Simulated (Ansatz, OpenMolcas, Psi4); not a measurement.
# How basis sets differ on C2H6AlCl (SMILES [CH3][Al]([CH3])[Cl])

C2H6AlCl: 10 atoms, total charge 0, spin state singlet. As SMILES, `[CH3][Al]([CH3])[Cl]`. Geometry: relaxed at PBE0-D4/def2-TZVP.

Each level gives the HOMO–LUMO gap (eV). The values are calculated.

```json
{"level": "HF/ANO-RCC-MB (DKH2)", "kind": "Hartree–Fock", "program": "OpenMolcas", "value (eV)": "13.22"}
{"level": "HF/STO-3G", "kind": "Hartree–Fock", "program": "OpenMolcas", "value (eV)": "17.04"}
{"level": "HF/3-21G", "kind": "Hartree–Fock", "program": "Ansatz", "value (eV)": "13.00"}
{"level": "HF/cc-pVDZ", "kind": "Hartree–Fock", "program": "Ansatz", "value (eV)": "13.09"}
{"level": "HF/def2-SVP (density fitting)", "kind": "Hartree–Fock", "program": "Psi4", "value (eV)": "13.28"}
```

The values span 13.00 to 17.04 eV. A Hartree–Fock LUMO above zero doesn't converge with the basis: it sinks as sets grow more diffuse. Orbital gaps aren't excitation energies.
